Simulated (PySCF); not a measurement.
# Polarisability and C₆ of Ga⁻ (gallium, charge -1)

[Ar] 3d10 4s2 4p2, high-spin 3P determinant. Calculation: PySCF 2.14, in aug-cc-pVTZ-PP with ECP10MDF (6s5p4d2f, 55 functions); a scalar-relativistic core potential. Coupled (time-dependent) response in atomic units; α is the mean over directions.

| method | mean α (bohr³) | α xx, yy, zz | C₆ (like pair) | S(−4) |
| --- | --- | --- | --- | --- |
| UHF | 367.0 | 152.7, 474.3, 474.1 | 6720 | 148900 |
| wB97X-V | 364.0 | 150.1, 471.0, 470.9 | 6489 | 156600 |

S(−4) is the Cauchy moment in α(ω) = α(0) + S(−4) ω² + …

Spin-orbit coupling is absent.

α(iu) at UHF:

```json
{"u (hartree)": "0", "α(iu) (bohr³)": "367.0"}
{"u (hartree)": "0.0500", "α(iu) (bohr³)": "214.9"}
{"u (hartree)": "0.100", "α(iu) (bohr³)": "125.4"}
{"u (hartree)": "0.200", "α(iu) (bohr³)": "57.42"}
{"u (hartree)": "0.300", "α(iu) (bohr³)": "32.52"}
{"u (hartree)": "0.500", "α(iu) (bohr³)": "14.63"}
{"u (hartree)": "0.750", "α(iu) (bohr³)": "7.475"}
{"u (hartree)": "1.00", "α(iu) (bohr³)": "4.607"}
{"u (hartree)": "1.50", "α(iu) (bohr³)": "2.317"}
{"u (hartree)": "2.00", "α(iu) (bohr³)": "1.413"}
{"u (hartree)": "3.00", "α(iu) (bohr³)": "0.6903"}
{"u (hartree)": "5.00", "α(iu) (bohr³)": "0.2687"}
```

A single London oscillator, α(iu) = α/(1 + u²/ω²), gives C₆ = (3/4) ω α². Matching the computed C₆ needs ω = 4 × 6720 / (3 × 367.0²) = 0.0665 hartree.

For an ion, C₆ is the dispersion term alone; charge-induced terms of lower order in 1/R come first.

The components differ because the open shell of this determinant is not spherical; for a pure term their mean is the scalar polarisability.

Energies and moments cover only the electrons outside the core potential.
